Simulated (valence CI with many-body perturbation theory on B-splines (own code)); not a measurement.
# Mo35+: key properties

Level of theory: valence CI with perturbative core correlation (CI+MBPT): five valence electrons over a frozen Dirac-Fock core [He], radial functions for each j: 9 s, 9 p, 8 d, 6 f, 3 g, 1 h, with the one-electron correlation potential Σ1 (screened to all orders), the two-electron term Σ2, the three-electron term Σ3, Breit, model QED; selected single and double excitations, second order for the rest, scaled by the run's own slope (own B-spline code, finite nucleus).

The last digits are not significant, and no measured levels were compared; by estimate large intervals hold to a few tenths of a per cent, small ones and those within an open d or f shell to about a per cent. Among the levels kept, up to 5400 cm⁻¹ of a level comes from second order outside the variational space, and about a tenth of that is noise between levels of different J, which matters for small intervals.

Levels are named by their leading jj configuration (3d3/2^4 stands for four electrons in 3d with j = 3/2), which in mixed levels can hold well under half, so a name can repeat and another be missing.

Rates and lifetimes use the calculated energies. Strong lines usually hold to 10 to 20 %, long lifetimes can be off by a factor of two.

What is the ground level?

(2s^2 2p1/2^2 2p3/2) J=3/2, composition 41 % 2s²2p³ ²P° + 36 % 2s²2p³ ⁴S° + 23 % 2s²2p³ ²D°, g = 1.440.

Where does the other parity begin?

At (2s 2p1/2^2 2p3/2^2) J=5/2, 18.62 Ry.

What are the static dipole polarisabilities of the lowest levels?

(2s^2 2p1/2^2 2p3/2) J=3/2 0.00126 (tensor 0.00020); (2s^2 2p1/2 2p3/2^2) J=3/2 0.00153 (tensor 8.7e-05); (2s^2 2p1/2 2p3/2^2) J=5/2 0.00142 (tensor 0.00010) bohr³, of which the core gives 2.71e-06.

How well does LS coupling describe the low levels?

Among the lowest 20 levels the leading LS term, summed over configurations, holds 65 % on average. For single configurations the figures are 65 % in LS and 96 % in jj coupling. Terms mix most in the J = 3/2 level at 201.29 Ry, where the leading one holds 27 %.

Name the longest-lived excited levels whose lifetime is computed, and their main decay.

(2s^2 2p1/2 2p3/2^2) J=5/2 at 8.42 Ry lives 519 ns, mostly by M1 to (2s^2 2p1/2^2 2p3/2) J=3/2; (2s^2 2p1/2 2p3/2^2) J=1/2 at 9.96 Ry lives 103 ns, mostly by M1 to (2s^2 2p1/2^2 2p3/2) J=3/2; (2s^2 2p1/2 2p3/2^2) J=3/2 at 7.26 Ry lives 94.0 ns, mostly by M1 to (2s^2 2p1/2^2 2p3/2) J=3/2.
